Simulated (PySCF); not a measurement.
Two-component Hartree-Fock for In⁴⁰⁺ (indium, charge +40)

Start: [He] 2s2 2p5; 2p1/2 filled at m_j = +1/2; 2p3/2 filled at m_j = -3/2, -1/2, +1/2, +3/2. Calculated with PySCF 2.14 in an uncontracted even-tempered set (17 s from 19 bohr⁻², ratio 2.4; 12 p from 25 bohr⁻², ratio 2.4; 5 d from 92 bohr⁻², ratio 2.6; 4 f from 140 bohr⁻², ratio 2.6): generalised Hartree-Fock with the X2C-1e Hamiltonian and a Gaussian nucleus; one run each with spin-orbit coupling (SO) screened by Boettger's factors, then bare. This is a chosen level, not necessarily the ground level.

```json
{"spinor shell": "1s1/2", "electrons": "2", "ε, screened SO (eV)": "-30861.5", "ε, bare SO (eV)": "-30861.7", "weight of nominal j (bare SO)": "1.000", "rms radius, bare SO (bohr)": "0.0340"}
{"spinor shell": "2s1/2", "electrons": "2", "ε, screened SO (eV)": "-6801.7", "ε, bare SO (eV)": "-6801.8", "weight of nominal j (bare SO)": "1.000", "rms radius, bare SO (bohr)": "0.135"}
{"spinor shell": "2p1/2", "electrons": "1", "ε, screened SO (eV)": "-6575.9", "ε, bare SO (eV)": "-6583.2", "weight of nominal j (bare SO)": "1.000", "rms radius, bare SO (bohr)": "0.116"}
{"spinor shell": "2p3/2", "electrons": "4", "ε, screened SO (eV)": "-6338.4", "ε, bare SO (eV)": "-6335.6", "weight of nominal j (bare SO)": "1.000", "rms radius, bare SO (bohr)": "0.121"}
```

| quantity | screened SO | bare SO |
| --- | --- | --- |
| E (hartree) | -4280.76605 | -4280.60702 |
| M_J | 1/2 | 1/2 |
| ⟨J²⟩ | 0.750 | 0.750 |
| ⟨L²⟩ | 2.003 | 2.003 |
| ⟨S²⟩ | 0.753 | 0.753 |

Each row is a mean over spinors that exchange with the open shell spreads, by up to 13.429 eV (2p3/2).

Breit and QED terms are absent; they matter most for the inner s and p1/2 levels.

Densities and radii are taken from the X2C orbitals without a picture-change correction, which distorts them close to the nucleus.
